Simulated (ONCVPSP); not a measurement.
# Ce (Z = 58): one change to an ONCV potential, before and after

ONCVPSP 4.0.1 input, shortened (lines: element, Z, core and valence counts, functional; n l f; lmax; l rc ep ncon nbas qcut; lloc lpopt rc5 dvloc0; l nproj debl; icmod fcfact rcfact), PBE, scalar-relativistic:

```
  Ce 58.00    9    6        4      upf
    1    0    2.00
    2    0    2.00
    2    1    6.00
    3    0    2.00
    3    1    6.00
    3    2   10.00
    4    0    2.00
    4    1    6.00
    4    2   10.00
    4    3    1.00
    5    0    2.00
    5    1    6.00
    5    2    1.00
    6    0    1.75
    6    1    0.25
    3
    0    2.50    0.00    4    8    5.50
    1    3.10    0.00    4    9    4.30
    2    2.55    0.00    3    6    3.60
    3    1.30    0.00    4    9   10.90
    3    5    1.30    0.00
    0    2    0.40
    1    2    3.20
    2    3    3.80
    3    0    3.30
    1    0.30    0.00
```

All-electron outer shells of the reference configuration (PBE, scalar-relativistic, ld1.x):

```tsv
shell	level (eV)	outermost node (bohr)	outermost maximum (bohr)
4p	-211.35	0.33	0.62
4d	-110.78	0.31	0.66
5s	-40.88	0.75	1.37
5p	-23.51	0.81	1.55
4f	-5.67	–	0.71
6s	-3.91	1.82	3.72
5d	-3.29	0.92	2.15
6p	-1.49	2.15	4.84
```

Change: p: qcut 3.3.

Cutoffs: the cutoffs (Ha) at which the residual kinetic energy of the hardest occupied pseudo-wave falls to 1 and 0.1 mHa per electron; they do not see the model core or the augmentation charge, which bear on the density cutoff. Errors are all-electron minus pseudo energies relative to the spin-unpolarised reference configuration.

Problem. Predict the effect on cutoff, ghosts and configuration errors.

Solution. The potential gets neither clearly harder nor softer (60 Ha and 191 Ha → 60 Ha and 191 Ha); both files keep a bound ghost (p, s); of the 3 tests that both files solve, the error grows in 2 and shrinks in 0 by more than 15 % and 0.3 meV (median size 1.4 → 1.7 meV).

| quantity | base | changed |
| --- | --- | --- |
| cutoff, loose | 60 Ha | 60 Ha |
| cutoff, tight | 191 Ha | 191 Ha |
| loose cutoff by channel | s 9.3 Ha, p 5.5 Ha, d 5.8 Ha, f 60 Ha | s 9.3 Ha, p 4.8 Ha, d 5.8 Ha, f 60 Ha |
| bound ghosts | s, p | s, p |
| GHOST(+) flags under 300 eV | none | none |
| tests counted as reliable (solved cleanly; for ONCVPSP, near-neutral configurations with less than one 5d electron left out) | 3 of 4 | 3 of 4 |
| error for 4f1 5s2 5p6 5d1 6s2 6p0, meV [ΔE -0.60 eV] | +0.1 | 0.0 |
| error for 4f1 5s2 5p6 5d1 6s1 6p0, meV [ΔE 5.47 eV] | -1.4 | -1.7 |
| error for 4f1 5s2 5p6 5d1 6s0 6p0, meV [ΔE 16.55 eV] | -4.7 | -8.6 |
| s: phases at 2.54 bohr within 0.05 rad from the reference energy up to (Ha; the scan ends near 5) | 3.5 | 3.5 |
| p: phases at 3.15 bohr within 0.05 rad from the reference energy up to (Ha; the scan ends near 5) | 2.5 | 3.2 |
| d: phases at 2.58 bohr within 0.05 rad from the reference energy up to (Ha; the scan ends near 5) | to the end of the scan | to the end of the scan |
| f: phases at 1.32 bohr within 0.05 rad from the reference energy up to (Ha; the scan ends near 5) | 1.1 | 1.1 |
| rms error of d²Exc/dni dnj with the model core, mHa | 1.98 | 1.98 |

 A true bound ghost makes a file unfit for plane-wave use even where its test errors are small: the radial tests pick states by their node count and pass the ghost by.
